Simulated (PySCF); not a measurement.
## Dipole moment and polarisability of Cu(PH3)Me

Cu(PH3)Me, CH6CuP (singlet state).
Structure used (PBE0-D3(BJ)/def2-SVP), in Å, numbered top down from 1:
```xyz
9
CH6CuP angstrom
Cu     0.0044    0.0093   -0.2311
P     -0.0017   -0.0115    1.9873
H      1.2232   -0.1044    2.7009
H     -0.6913   -1.0437    2.6781
H     -0.5480    1.0840    2.7082
C      0.0036    0.0158   -2.1546
H     -1.0227    0.0175   -2.5621
H      0.5156   -0.8721   -2.5656
H      0.5168    0.9051   -2.5611
```

Level: CAM-B3LYP/def2-SVPD (PySCF), static field, nuclei fixed, core orbitals frozen in the response. The polarisability tensor in these axes (au):

```
x   57.52  0.00 -0.05
y    0.00 57.52 -0.23
z   -0.05 -0.23 90.59
```

Give the principal values, the mean and the anisotropy Δα = √{½[(α1 − α2)² + (α2 − α3)² + (α1 − α3)²]}.

Principal values 57.52, 57.52 and 90.59 au; mean 68.54 au = 10.16 Å³ = 11.30 × 10⁻⁴⁰ C²·m²/J; Δα = 33.08 au (48 % of the mean).

What is the dipole moment, and where does it point?

(-0.01, -0.04, 5.66) D, 5.66 D in size, pointing from the negative to the positive side. Measured along this direction, the outermost atoms are H9, H7 and H8 at the negative end and H5, H3 and H4 at the positive end.

Molar refractivity from α?

Lorentz–Lorenz: R = (4π/3)N_A α = 2.5225 cm³/(mol·Å³) × 10.16 Å³ = 25.6 cm³/mol, in the limit of long wavelengths.

How large is μ²/3kT at 250 K beside α?

In Gaussian units μ²/3kT = 309.17 Å³ against 10.16 Å³, a ratio of 30.44; the Debye molar polarisation (4π/3)N_A(α + μ²/3kT) is 805.5 cm³/mol, leaving out the vibrational part.

Find the Langevin capture rate constant for O2+ (31.990 u) meeting this molecule (111.950 u), k = 2.342 × 10⁻⁹ cm³/s × √(α in Å³ / reduced mass in u).

The reduced mass is 24.88 u, so k = 1.50 × 10⁻⁹ cm³/s. The formula leaves out the permanent dipole, which adds to the capture rate.

Give the eigenvalues of the traceless quadrupole moment Θ = ½Σq(3rr − r²1), origin at the centre of nuclear charge.

-2.53, 1.26, 1.26 D·Å. The values depend on the origin, since the dipole doesn't vanish. The electronic extent ⟨r²⟩ about the same centre is 566 bohr², a root-mean-square distance of 1.68 Å for the 56 electrons.

Isolated species at its PBE0-D3(BJ)/def2-SVP geometry, gas phase.

These values come from a run that also computed excited states and ΔSCF ions. The run took 28 s of wall time on one thread, Arm Neoverse V1, on a shared host.
